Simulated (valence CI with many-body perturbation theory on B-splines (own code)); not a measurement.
**Ti II: electric-dipole lines**

Computed by configuration interaction combined with many-body perturbation theory (CI+MBPT): three valence electrons over a frozen Dirac-Fock core [Ar], radial functions for each j: 7 s, 7 p, 8 d, 6 f, 4 g, 1 h, with the one-electron correlation potential Σ1 (screened to all orders), the two-electron term Σ2, the three-electron term Σ3, Breit, model QED; selected single and double excitations, second order for the rest, scaled by the run's own slope (own B-spline code, finite nucleus).

Set against measurement, 52 paired levels are off by 450 cm⁻¹ on average, the worst by 1295. These come from a selection out of the NIST Handbook of Basic Atomic Spectroscopic Data. Levels without a partner in it may be off by more, other configurations by 1,000 to 4,000 cm⁻¹.

Lines 251 to 300 of 421 in falling wavelength, among levels below 10.037 eV, chosen from the strongest by gf and those to the six lowest levels. Wavelengths and rates use the calculated energies, so an error of 400 cm⁻¹ moves a line at 295.4 nm by 1.2 % and its rate by three times that or more. Electric multipoles are in the length gauge, E1 and E2 with the static RPA response of the core. Weak lines are less certain than strong ones. Lines between different terms over intervals too small for the method are left out, as are lines whose strength nearly cancels. Where a level lies close to another of its J and parity, the split of strength between their lines is uncertain. The highest levels of a list are the least certain.

Names give the largest LS component (configuration and term), which can be under half, so a name can repeat, a term be missing and a line seem to break the LS rules; names also repeat where a configuration has a term twice. Letters in brackets count levels of one name in rising energy.

| λ vac (nm) | Upper | Lower | A (s⁻¹) | log gf | Branch % |
| --- | --- | --- | --- | --- | --- |
| 302.5 | 3d²4d ²G_7/2 [a] | 3d²4p ²G°_7/2 [a] | 1.08e+08 | 0.07 | 25.7 |
| 302.4 | 3d²4d ²G_9/2 [a] | 3d²4p ²G°_9/2 [a] | 1.06e+08 | 0.16 | 25.4 |
| 300.1 | 3d²4d ⁴D_7/2 [a] | 3d²4p ²D°_5/2 [a] | 4.58e+07 | -0.31 | 10.8 |
| 298.9 | 3d²4d ²F_5/2 [a] | 3d²4p ²D°_3/2 [a] | 8.17e+07 | -0.18 | 19.2 |
| 298.7 | 3d²4d ²F_7/2 [a] | 3d²4p ²D°_5/2 [a] | 5.90e+07 | -0.20 | 14.0 |
| 297.9 | 3d²4d ²D_5/2 [c] | 3d²4p ²D°_5/2 [c] | 6.39e+07 | -0.29 | 17.1 |
| 297.3 | 3d²4d ²S_1/2 | 3d²4p ²P°_3/2 [a] | 1.91e+08 | -0.30 | 44.0 |
| 296.6 | 3d²4d ²H_9/2 [a] | 3d²4p ²G°_7/2 [a] | 3.78e+08 | 0.70 | 96.0 |
| 296.2 | 3d²4d ²H_11/2 [a] | 3d²4p ²G°_9/2 [a] | 3.88e+08 | 0.79 | 98.4 |
| 295.5 | 3d²4d ⁴G_11/2 | 3d²4p ⁴F°_9/2 | 2.61e+08 | 0.61 | 57.4 |
| 295.4 | 3d²4p ²G°_9/2 [a] | 3d²4s ⁴F_9/2 | 4.40e+05 | -2.24 | 0.2 |
| 295.3 | 3d²4d ⁴D_7/2 [a] | 3d²4p ²F°_7/2 [a] | 8.05e+07 | -0.07 | 18.9 |
| 295.2 | 3d²4d ⁴G_9/2 | 3d²4p ⁴F°_7/2 | 2.43e+08 | 0.50 | 53.4 |
| 295.1 | 3d²4p ²G°_9/2 [b] | 3d³ ²G_9/2 | 5.92e+07 | -0.11 | 21.0 |
| 294.8 | 3d²4d ⁴G_7/2 | 3d²4p ⁴F°_5/2 | 2.33e+08 | 0.38 | 50.9 |
| 294.6 | 3d²4d ⁴G_5/2 | 3d²4p ⁴F°_3/2 | 2.32e+08 | 0.26 | 50.8 |
| 294.5 | 3d²4p ²G°_7/2 [b] | 3d³ ²G_7/2 | 5.64e+07 | -0.23 | 20.1 |
| 294.4 | 3d²4d ⁴D_7/2 [b] | 3d²4p ⁴P°_5/2 | 1.63e+08 | 0.23 | 38.3 |
| 294.3 | 3d²4d ²G_9/2 [c] | 3d²4p ²H°_11/2 | 4.67e+07 | -0.22 | 11.6 |
| 294.1 | 3d²4d ²F_5/2 [a] | 3d²4p ²F°_5/2 [a] | 1.14e+08 | -0.05 | 26.8 |
| 294.0 | 3d²4d ²F_7/2 [a] | 3d²4p ²F°_7/2 [a] | 1.42e+08 | 0.17 | 33.8 |
| 293.9 | 3d²4d ⁴D_5/2 [b] | 3d²4p ⁴P°_5/2 | 4.87e+07 | -0.42 | 11.6 |
| 293.9 | 3d²4d ²F_7/2 [b] | 3d²4p ²F°_7/2 [b] | 1.01e+08 | 0.02 | 23.7 |
| 293.7 | 3d²4d ⁴F_7/2 [b] | 3d²4p ⁴P°_5/2 | 1.39e+08 | 0.16 | 32.2 |
| 293.6 | 3d²4d ⁴F_5/2 [b] | 3d²4p ⁴P°_3/2 | 7.57e+07 | -0.23 | 17.3 |
| 293.5 | 3d²4d ⁴D_7/2 [a] | 3d²4p ⁴F°_9/2 | 9.73e+07 | 0.00 | 22.8 |
| 293.4 | 3d²4d ⁴D_5/2 [a] | 3d²4p ²F°_5/2 [a] | 9.30e+07 | -0.14 | 22.0 |
| 293.4 | 3d²4d ²F_5/2 [b] | 3d²4p ²F°_5/2 [b] | 6.59e+07 | -0.29 | 15.4 |
| 293.1 | 3d²4d ⁴D_3/2 [b] | 3d²4p ⁴P°_3/2 | 1.12e+08 | -0.24 | 26.9 |
| 293.0 | 3d²4d ²F_5/2 [a] | 3d²4p ⁴F°_7/2 | 5.95e+07 | -0.34 | 14.0 |
| 292.9 | 3d²4d ⁴D_1/2 [b] | 3d²4p ⁴P°_1/2 | 2.52e+08 | -0.19 | 61.8 |
| 292.8 | 3d²4d ⁴D_5/2 [b] | 3d²4p ⁴P°_3/2 | 1.38e+08 | 0.03 | 32.8 |
| 292.6 | 3d²4d ²G_7/2 [c] | 3d²4p ²H°_9/2 | 4.42e+07 | -0.34 | 11.0 |
| 292.5 | 3d²4d ⁴D_3/2 [b] | 3d²4p ⁴P°_1/2 | 9.72e+07 | -0.30 | 23.2 |
| 292.4 | 3d²4d ⁴D_5/2 [a] | 3d²4p ⁴F°_7/2 | 6.42e+07 | -0.31 | 15.2 |
| 292.2 | 3d²4d ⁴D_3/2 [a] | 3d²4p ⁴F°_5/2 | 1.27e+08 | -0.19 | 29.7 |
| 292.2 | 3d²4d ²F_7/2 [a] | 3d²4p ⁴F°_9/2 | 3.64e+07 | -0.43 | 8.6 |
| 291.7 | 3d²4d ⁴D_1/2 [a] | 3d²4p ⁴F°_3/2 | 1.64e+08 | -0.38 | 38.4 |
| 291.7 | 3d²4d ²I_13/2 | 3d²4p ²H°_11/2 | 4.31e+08 | 0.89 | 100.0 |
| 290.9 | 3d²4d ²F_5/2 [b] | 3d²4p ²P°_3/2 [a] | 6.88e+07 | -0.28 | 16.0 |
| 289.9 | 3d²4d ²I_11/2 | 3d²4p ²H°_9/2 | 4.29e+08 | 0.81 | 98.6 |
| 289.6 | 3d²4d ²F_5/2 [b] | 3d²4p ²D°_5/2 [b] | 4.94e+07 | -0.43 | 11.5 |
| 289.5 | 3d²4d ²P_3/2 [b] | 3d²4p ²P°_3/2 [a] | 9.48e+07 | -0.32 | 24.1 |
| 289.4 | 3d²4d ²H_11/2 [b] | 3d²4p ²H°_11/2 | 1.46e+08 | 0.34 | 37.4 |
| 288.9 | 3d²4d ²F_7/2 [b] | 3d²4p ²D°_5/2 [b] | 2.37e+08 | 0.38 | 55.6 |
| 288.2 | 3d²4d ²P_1/2 [a] | 3d²4p ²D°_3/2 [a] | 3.28e+08 | -0.09 | 83.1 |
| 288.2 | 3d²4d ²P_3/2 [a] | 3d²4p ²D°_5/2 [a] | 2.73e+08 | 0.13 | 69.2 |
| 288.0 | 3d²4d ²H_9/2 [b] | 3d²4p ²H°_9/2 | 1.42e+08 | 0.25 | 36.6 |
| 287.9 | 3d²4d ²G_9/2 [b] | 3d²4p ²F°_7/2 [b] | 3.72e+08 | 0.66 | 87.7 |
| 287.8 | 3d²4d ²F_5/2 [b] | 3d²4p ²D°_3/2 [b] | 1.87e+08 | 0.14 | 43.5 |

Q: How does gf follow from A for the line at 302.4 nm?

A: gf = 1.4992 × (2J+1)_upper × A / σ², with σ = 33067 cm⁻¹ and 2J+1 = 10: gf = 1.46.
